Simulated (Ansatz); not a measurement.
Born–Oppenheimer molecular dynamics of ClGaH₂ (4 atoms, charge 0, multiplicity 1). It starts from a relaxed structure.

Computed with RKS B3LYP-D4/def2-SVPD in Ansatz 0.2.0.

```
ensemble        : NVT, Nosé–Hoover chain
time step       : 1 fs
steps asked     : 100
set temperature : 300 K
thermostat      : time constant 100 fs, chain length 3 (defaults)
seed            : 157489
```

First frame:

```xyz
4
Properties=species:S:1:pos:R:3
Ga -0.048 0.000 0.028
H 0.098 0.000 1.577
Cl 1.847 0.000 -1.066
H -1.317 0.000 -0.874
```

Problem. How far do the bonds stretch over the last three quarters of this one trajectory? (Pairs bonded in most of those frames.)

Solution. 
| bond | mean (Å) | spread (Å) | shortest | longest |
| --- | --- | --- | --- | --- |
| Ga1–H2 | 1.556 | 0.026 | 1.52 | 1.60 |
| Ga1–Cl3 | 2.203 | 0.050 | 2.12 | 2.27 |
| Ga1–H4 | 1.557 | 0.009 | 1.54 | 1.57 |

Mean temperature of the second half: 172 K. The conserved energy stayed within 0.14 meV per atom of its start (net change 0.032 meV per atom), so the integration is sound. The mean temperature of the second half is 43 % below the set value. A run of 0.1 ps of so small a system gives no equilibrium averages.

Run time: 3.5 min on 1 thread of Arm Neoverse V2 (shared host), peak memory 0.15 GiB.
